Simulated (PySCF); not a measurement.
AgSe at PBE0

Level: PBE0. basis Ag x2c-TZVPPall, Se x2c-TZVPPall; spin-free X2C with a Gaussian nucleus; PySCF 2.14.

```
state                                                      : ²Σ⁺ (doublet), unpaired electrons σ ↑, a second solution, started from another occupation
bond length                                                : 2.388 Å
harmonic wavenumber                                        : 219 cm⁻¹
force constant                                             : 1.30 mdyn/Å
rotational constant Be                                     : 0.06463 cm⁻¹
anharmonicity ωexe                                         : 0.838 cm⁻¹
vibration–rotation constant αe                             : 0.000325 cm⁻¹
energy of the minimum from ground-state Ag (4d10 5s1) + Se : -0.71 eV
bond order (Mayer)                                         : 1.14
dipole moment (positive dipole means Ag(−)Se(+))           : -5.56 D
```

Spin–orbit coupling is left out, which matters for elements this heavy, above all for dissociation energies.
